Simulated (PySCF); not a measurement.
V+: ionisation energy

V+ [Ar] 3d4 (5D) → V(2+) [Ar] 3d3 (4F), as a difference of total energies. Calculation: PySCF 2.14, in dyall-av2z (16s12p7d2f, 101 functions); the non-relativistic Hamiltonian (point nucleus). Correlated levels: valence: [Ar] frozen; virtual orbitals above 40 to 60 times the deepest correlated orbital energy dropped. The calculations carry no spin-orbit coupling.

| method | ionisation energy (eV) | plus first-order spin-orbit estimate | difference from reference of that sum (eV) |
| --- | --- | --- | --- |
| UHF | 13.280 | 13.263 | -1.371 |
| LDA | 15.806 | 15.789 | +1.155 |
| PBE | 15.421 | 15.405 | +0.771 |
| PBE0 | 15.079 | 15.062 | +0.428 |
| B2PLYP | 14.572 | 14.556 | -0.078 |
| LC-wPBE | 15.128 | 15.112 | +0.478 |
| PBEsol | 15.471 | 15.455 | +0.821 |
| HSE06 | 15.081 | 15.065 | +0.431 |
| MP2 (valence) | 13.981 | 13.965 | -0.669 |
| SCS-MP2 (valence) | 13.514 | 13.497 | -1.137 |

Reference: 14.634 ± 0.007 eV (measured; NIST Atomic Spectra Database, ionization energies).

A first-order spin-orbit estimate (lowest level to lowest level, LS coupling) adds -0.017 eV.

These non-relativistic numbers lack the scalar-relativistic shift.

Errors of the correlated levels include the incompleteness of this basis and the frozen core.
